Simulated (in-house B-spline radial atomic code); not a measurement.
Configurations of Pm⁸⁺, with energies counted from [Kr] 4d10 4f3 5s2 5p2. All numbers are computed (scalar-relativistic (X2C) PW91, spin-polarised, spherical fractional occupations; Fermi nucleus of rms radius 4.962 fm) with a B-spline radial code for spherical atoms, not measured. Shells without spins written out take the highest spin.

Occupations are held fixed; configurations that lie above the ionisation limit could autoionise.

```tsv
configuration	E - E(ref) (eV)	highest orbital	its <r> (bohr)
[Kr] 4d10 4f(1 up, 2 down) 5s2 5p(0 up, 2 down)	2.7544	4f up	0.8064
[Kr] 4d10 4f(3 up, 0 down) 5s2 5p(0 up, 2 down)	2.7987	4f up	0.8038
[Kr] 4d10 4f2 5s2 5p2 5d1	31.414	5d up	1.638
[Kr] 4d10 4f3 5s2 5p1 5d1	33.467	5d up	1.667
[Kr] 4d10 4f3 5s2 5p1 6s1	52.049	6s up	2.379
[Kr] 4d10 4f(0 up, 3 down) 5s2 5p(1 up, 0 down) 6p(0 up, 1 down)	63.229	6p down	2.609
[Kr] 4d10 4f(0 up, 2 down) 5s2 5p(2 up, 0 down) 6d(0 up, 1 down)	76.697	6d down	3.012
[Kr] 4d(4 up, 5 down) 4f(2 up, 1 down) 5s2 5p(0 up, 2 down) 6s(0 up, 1 down)	179.56	6s down	2.352
```

Order these further configurations by energy, lowest first.
A. [Kr] 4d10 4f(0 up, 3 down) 5s2 5p(1 up, 1 down)
B. [Kr] 4d10 4f4 5s2 5p1
C. [Kr] 4d10 4f(2 up, 0 down) 5s2 5p(1 up, 1 down) 6s(0 up, 1 down)
D. [Kr] 4d9 4f4 5s2 5p2
E. [Kr] 4d9 4f3 5s2 5p2 6f1

A (2.7837 eV), B (6.2134 eV), C (54.287 eV), D (120.43 eV), E (211.13 eV).

How far above the reference does [Kr] 4d9 4f3 5s2 5p2 6p1 lie?

183.04 eV; its least bound orbital is 6p up with <r> = 2.563 bohr.

How far above the reference does [Kr] 4d10 4f2 5s2 5p2 6s1 lie?

51.279 eV; its least bound orbital is 6s up with <r> = 2.353 bohr.

How far above the reference does [Kr] 4d10 4f3 5s2 5p1 6p1 lie?

61.399 eV; its least bound orbital is 6p up with <r> = 2.598 bohr.
